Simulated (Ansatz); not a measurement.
F2H5NSi2, SMILES `N[SiH](F)[SiH2]F`, relaxed with RKS PBE-D4/def2-SVP in Ansatz from a rough embedded geometry. The force threshold is 0.03 eV/Å; the program also tests the step.

Total charge 0; spin multiplicity 1.

Start:

```xyz
10

N    -1.637    0.051   -0.832
Si   -0.519   -0.538    0.268
F    -0.219   -2.070   -0.207
Si    1.507    0.763    0.488
F     2.196    0.842   -0.943
H    -2.421   -0.633   -0.901
H    -1.209   -0.059   -1.804
H    -1.214   -0.567    1.551
H     2.375    0.106    1.408
H     1.141    2.105    0.973
```

(1) How much energy does the relaxation release, and in how many steps? (An estimate is asked.)

(2) Which bonds change most? (Best estimate.)

(3) Give the relaxed structure. (Best estimate.)

Results:

(1) The calculation gave: 53.16 kJ/mol, in 14 steps, 1 of them rejected.

(2) The calculation gave: Si4–H9 from 1.425 to 1.504 Å; Si4–F5 from 1.591 to 1.657 Å; Si2–Si4 from 2.418 to 2.353 Å; N1–Si2 from 1.675 to 1.721 Å.

(3) The calculation gave: 
```xyz
10

N    -1.375   -0.100   -0.965
Si   -0.565   -0.665    0.445
F    -0.097   -2.250    0.404
Si    1.355    0.694    0.459
F     1.571    1.074   -1.139
H    -2.329   -0.373   -1.215
H    -0.823    0.168   -1.784
H    -1.492   -0.559    1.621
H     2.610    0.032    0.957
H     1.146    1.978    1.218
```
